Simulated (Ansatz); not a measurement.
Ansatz (a first-principles code) input (RI-MP2/cc-pVTZ):
A basis named .json is the Basis Set Exchange file of that set.

Ansatz 0.2 input:
```yaml
crystal:
  periodic: [false, false, false]
  atoms:
    - {symbol: Ge, position_ang: [0.22730056, -0.19776560, -0.01407944]}
    - {symbol: F, position_ang: [0.78367187, 1.44501103, 0.01262969]}
    - {symbol: F, position_ang: [-0.84716950, -0.33099937, -1.36934336]}
    - {symbol: F, position_ang: [-0.74468214, -0.41084510, 1.40677390]}
basis:
  gaussian:
    orbitals: cc-pVTZ
    fitting: {mean_field: def2-universal-jkfit, correlation: cc-pVTZ-RIFIT.json}
magnetization: {spin_polarized: true, initial_magnetization: 1}
correlation: {method: mp2, electrons: outside_noble_gas}
```

End of the output:

```
integrals: 0.07 GiB planned
497 factors; integrals over basis functions are off by at most 9.0e-1 eV
409 factors; integrals over basis functions are off by at most 1.3e2 eV
mean field: 0.42 GiB planned
mean field evaluation 1: about -64593.9928 eV, gradient 3.2e1 eV
mean field evaluation 2: about -64596.2536 eV, gradient 2.4e1 eV
mean field evaluation 4: about -64597.7626 eV, gradient 8.6e-1 eV
mean field evaluation 8: about -64597.7757 eV, gradient 8.3e-7 eV
mean field -64597.77569497 eV, -2373.9244708452 hartree, gradient 8.3e-7 eV, S^2 0.755629; 0 other end points of the search recorded, 0 dependent functions left out
17 core orbitals not correlated
reference -64597.77569497 eV, -2373.9244708452 hartree; 13, 12 occupied and 103, 104 virtual orbitals, 409 factors
second order -23.26129123 eV of doubles, -0.00000000 eV of singles
Total energy: -64621.03698620 eV, -2374.7793075308 hartree
```

It need not be the lowest isomer of its formula.
